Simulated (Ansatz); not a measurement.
Relaxation of AlFH4O2 (8 atoms, charge 0, multiplicity 1), to a largest force component of 0.03 eV/Å in at most 50 steps.

Theory: UHF/def2-SVP in Ansatz 0.2.0.

```xyz
8
Properties=species:S:1:pos:R:3:forces:R:3
Al -0.843 -0.412 -0.016 0.85 0.33 0.21
F 1.116 0.372 -2.256 -0.28 -0.33 -0.32
H -1.023 -1.961 0.163 0.00 0.01 0.00
H -1.844 0.572 -0.703 -0.01 0.00 0.01
H 1.470 0.874 -1.601 0.21 0.29 0.45
O 0.813 0.229 0.473 -0.74 -0.28 -0.24
O -0.049 0.409 1.619 -0.04 -0.01 -0.08
H 0.360 -0.083 2.321 0.01 -0.01 -0.03
```

**Question.** Where does it end, and by what steps?

**Answer.** The run converged. After 12 steps the energy has fallen by 0.182 eV; F2 moved furthest, 0.63 Å. Joined: Al1–F2.

| step | energy less start (eV) | largest force component (eV/Å) | accepted |
| --- | --- | --- | --- |
| 0 | 0.0000 | 0.855 | yes |
| 1 | -0.0354 | 0.534 | yes |
| 2 | -0.0213 | 1.408 | no |
| 3 | -0.0597 | 0.520 | yes |
| 4 | -0.0820 | 0.444 | yes |
| 5 | -0.1248 | 0.597 | yes |
| 6 | -0.1306 | 1.205 | yes |
| 7 | -0.1688 | 0.532 | yes |
| 8 | -0.1622 | 0.396 | no |
| 9 | -0.1789 | 0.157 | yes |
| 10 | -0.1811 | 0.106 | yes |
| 11 | -0.1817 | 0.063 | yes |
| 12 | -0.1821 | 0.017 | yes |

```xyz
8
Properties=species:S:1:pos:R:3
Al -0.615 -0.226 -0.215
F 0.674 0.062 -1.937
H -0.660 -1.799 -0.187
H -1.792 0.694 -0.694
H 1.401 0.552 -1.688
O 0.768 0.519 0.633
O -0.118 0.385 1.744
H 0.342 -0.187 2.344
```

The run took 10 s on 2 threads of Arm Neoverse V2, with other jobs on the host, peak memory 0.17 GiB.
